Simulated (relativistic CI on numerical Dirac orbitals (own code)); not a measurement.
Cu¹¹⁺: q coefficients and field-shift factors

Method of calculation: Dirac-Coulomb-Breit CI, KLI orbitals optimised for each configuration, derivatives by finite differences, unscaled Slater integrals, QED left out (own radial code, finite nucleus).

Configuration list (outside the closed core [Ne]): 3s2 3p6, 3s2 3p5 3d, 3s 3p6 3d, 3s2 3p5 4s, 3p6 3d2, 3p5 3d3, 3p5 3d2 4s. Double excitations out of closed p, d and f shells are left out; levels of such configurations are missing from the list, as are those of other unlisted configurations, and high levels can miss mixing partners.

With x = (α/α₀)² − 1 an excitation energy changes as ω = ω₀ + qx; K = 2q/ω₀ is the relative enhancement. Terms are leading LS components, so labels can repeat. The field-shift factor is F = δν/δ⟨r²⟩ for the transition from the lowest level.

Lowest level 3s2 3p6 1S_0.

```csv
Level,ω₀ (cm⁻¹),q (cm⁻¹),F (GHz/fm²)
3s2 3p5 3d 3P°_0,494270,2142,0.542
3s2 3p5 3d 3P°_1,498877,5892,0.538
3s2 3p5 3d 3P°_2,508548,13780,0.53
3s2 3p5 3d 3F°_4,520328,6111,0.58
3s2 3p5 3d 3F°_3,525285,7475,0.552
3s2 3p5 3d 3F°_2,533442,14490,0.526
3s2 3p5 3d 3D°_3,560896,6134,0.613
3s2 3p5 3d 1D°_2,566848,18520,0.536
3s2 3p5 3d 3D°_1,570468,17090,0.548
3s2 3p5 3d 3D°_2,576564,25940,0.539
3s2 3p5 3d 1F°_3,580130,28950,0.524
3s2 3p5 3d 1P°_1,745001,16720,0.653
3s 3p6 3d 3D_1,974362,39910,-25.1
3s 3p6 3d 3D_2,975930,41390,-25.1
3s 3p6 3d 3D_3,978541,44060,-25.1
3s 3p6 3d 1D_2,1029686,43350,-25.6
3s2 3p5 4s 3P°_2,1439893,-13360,10
3s2 3p5 4s 3P°_1,1446748,-11940,9.99
3s2 3p5 4s 3P°_0,1468474,15920,9.91
3s2 3p5 4s 1P°_1,1473823,14560,9.9
3p6 3d2 3F_2,1979211,81450,-50.5
3p6 3d2 3F_3,1981944,84360,-50.5
3p6 3d2 3F_4,1985188,87500,-50.4
```

At this charge energies of transitions that change n are usually good to better than 1 %, and those within a shell (Δn = 0) to a few per cent.

(1) Which transition from the lowest level has the largest |K|?

Results:

(1) 3s2 3p5 3d 1F°_3 at 580130 cm⁻¹, K = 0.0998.
